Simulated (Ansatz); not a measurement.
This Ansatz (a program for electronic structure) input (PBE/def2-QZVP) gives -167.90504 Eh with 171 basis functions. A basis named .json is the Basis Set Exchange file of that set (core-valence sets with the plain set on hydrogen).

Ansatz 0.2 input:
```yaml
crystal:
  periodic: [false, false, false]
  atoms:
    - {symbol: O, position_ang: [-0.00000000, -0.00000000, -1.13481261]}
    - {symbol: C, position_ang: [0.00000000, 0.00000000, 0.04054995]}
    - {symbol: N, position_ang: [0.00000000, 0.00000000, 1.26217160]}
basis:
  gaussian:
    orbitals: def2-QZVP.json
hamiltonian:
  xc: {name: PBE}
magnetization: {spin_polarized: true, initial_magnetization: 1}
```

Change:
```diff
- orbitals: def2-QZVP.json
+ orbitals: jun-cc-pV_T+d_Z.json
```

Task: What does the run give now?

Result: -167.88985 Eh (PBE/jun-cc-pV(T+d)Z, 117 functions), a change of +15.19 mEh.
